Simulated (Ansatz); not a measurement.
```xyz
10

Si    1.2318    0.3702   -1.2293
C    -0.5397    0.1222   -0.6980
C    -0.8353   -0.3007    0.4967
C    -1.0822   -0.7124    1.6989
I    -1.3457    0.6248    3.2812
H     1.5292   -0.4901   -2.4051
H     2.1262    0.0163   -0.1013
H     1.4432    1.7869   -1.6270
H    -1.3515    0.3357   -1.3926
H    -1.1760   -1.7530    1.9765
```

The species carries charge 0 and has multiplicity 1. I: def2 effective core potential.

(1) List the PBE0/def2-TZVPP orbital energies in eV (the Gaussian-basis code of Ansatz). (Best estimate.)

Results:

(1) Computed: Occupied: -1802.75, -279.68, -279.42, -278.80, -187.90, -145.10, -133.90, -133.56, -133.56, -99.76, -99.74, -99.74, -53.00, -52.88, -52.88, -52.59, -52.59, -23.03, -20.86, -18.79, -15.57, -14.57, -13.47, -11.57, -11.10, -10.12, -9.88, -8.93, -8.12, -7.58, -6.90. Lowest empty: -1.65, -0.19, 0.38, 0.73, 1.22, 1.60, 1.98, 2.70.
